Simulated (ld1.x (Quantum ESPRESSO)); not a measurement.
What one change does to a pseudopotential (Rb (Z = 37), RRKJ)

- Element: Rb (Z = 37)
- Generator: ld1.x (Quantum ESPRESSO) 7.5
- Type: norm-conserving RRKJ (Kleinman–Bylander form)
- Functional: PBE
- Relativity: fully relativistic
- Frozen core: [Ar] 3d10
- Valence charge: 9
- Reference configuration: 4s2 4p6 5s1 5p0
- Partial waves: 4s (bound): rc 1.90 bohr; 4p (bound): rc 2.45 bohr; 4d channel at 0.3 Ry: rc 2.60 bohr
- Local potential: the d channel
- Core correction: none
- rho0: 0.005

Open shells are filled in proportion to 2j + 1 (rel_dist='average').

Occupied shells without a wave of their own: 5s. They enter only through the test configuration that unscreens the potential.

Change: local potential the s channel.

Cutoffs: the cutoffs (Ry, on a coarse ladder) from which the occupation-weighted sum of valence levels, in a spherical-Bessel basis at the reference potential, stays within 10 and 1 mRy of its value at 400 Ry; they do not see the model core or the augmentation charge, which bear on the density cutoff. Errors are all-electron minus pseudo energies relative to the spin-unpolarised reference configuration.

Q: What does the change do?

A: The potential gets harder (30 Ry and 35 Ry → 35 Ry and 50 Ry); of the 5 tests that both files solve, the error grows in 5 and shrinks in 0 by more than 15 % and 0.3 meV (median size 18.3 → 69.8 meV); the range in which the p1/2 phases agree narrows (upper end at the end of the scan → 0.6); the range in which the p3/2 phases agree narrows (upper end at the end of the scan → 0.3); neither file shows a bound ghost.

| quantity | base | changed |
| --- | --- | --- |
| cutoff, loose | 30 Ry | 35 Ry |
| cutoff, tight | 35 Ry | 50 Ry |
| loose cutoff by channel (10 mRy a level) | s 25 Ry, p 12 Ry | p 12 Ry, s 18 Ry |
| bound ghosts | none | none |
| largest miss of a reference level, eV | 0.03 | 0.09 |
| error for 4s2 4p6 5s0 5p0, meV [ΔE 4.15 eV] | +47 | -149 |
| error for 4s2 4p6 5s0.5 5p0, meV [ΔE 1.58 eV] | +18 | -57 |
| error for 4s2 4p6 5s0 5p1, meV [ΔE 1.52 eV] | +29 | -70 |
| error for 4s2 4p5 5s1 5p0, meV [ΔE 21.15 eV] | -15 | +69 |
| error for 4s1 4p6 5s1 5p0, meV [ΔE 37.73 eV] | +9.8 | +125 |
| s: phases at 2.84 bohr within 0.05 rad from the reference energy up to (Ry; the scan ends near 5) | 0.4 | -0.1 |
| p1/2: phases at 2.84 bohr within 0.05 rad from the reference energy up to (Ry; the scan ends near 5) | to the end of the scan | 0.6 |
| p3/2: phases at 2.84 bohr within 0.05 rad from the reference energy up to (Ry; the scan ends near 5) | to the end of the scan | 0.3 |
| d3/2: phases at 2.84 bohr within 0.05 rad from the reference energy up to (Ry; the scan ends near 5) | 3.0 | 2.6 |
| d5/2: phases at 2.84 bohr within 0.05 rad from the reference energy up to (Ry; the scan ends near 5) | 3.1 | 2.6 |
